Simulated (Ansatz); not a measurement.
`CBB(C)[SiH3]` and `CB([SiH3])BCl` differ in one atom or group.

Ansatz, PBE0-D4/def2-TZVP geometries, multiplicity 1. Each molecule was computed in one conformer, which needn't be the lowest.

| property | `CBB(C)[SiH3]` |
| --- | --- |
| HOMO energy (PBE0/def2-TZVPP) / eV | -7.06 |
| HOMO energy (PBE/def2-TZVPP) / eV | -5.89 |
| LUMO energy (B3LYP/def2-TZVPP) / eV | -1.70 |
| HOMO–LUMO gap (PBE/def2-TZVPP) / eV | 3.42 |
| LUMO energy (PBE/def2-TZVPP) / eV | -2.47 |
| size of the dipole moment (B3LYP/def2-TZVPP) / D | 1.23 |

(1) What does the change do to each property? (An estimate is asked.)

Answers

(1) Ansatz gave: 
```csv
property,`CB([SiH3])BCl`,shift
HOMO energy (PBE0/def2-TZVPP) / eV,-7.42,-0.36
HOMO energy (PBE/def2-TZVPP) / eV,-6.20,-0.31
LUMO energy (B3LYP/def2-TZVPP) / eV,-2.14,-0.44
HOMO–LUMO gap (PBE/def2-TZVPP) / eV,3.27,-0.15
LUMO energy (PBE/def2-TZVPP) / eV,-2.92,-0.45
size of the dipole moment (B3LYP/def2-TZVPP) / D,1.58,0.35
```

With PBE0 the HOMO falls by 0.36 eV and the LUMO falls by 0.44 eV, so the gap narrows by about 0.08 eV. PBE moves the HOMO by -0.31 eV and ωB97M-V by -0.35 eV. Dipoles are sizes alone; their direction can turn.

B3LYP here is the variant with VWN-RPA as its local correlation; programs differ in this.
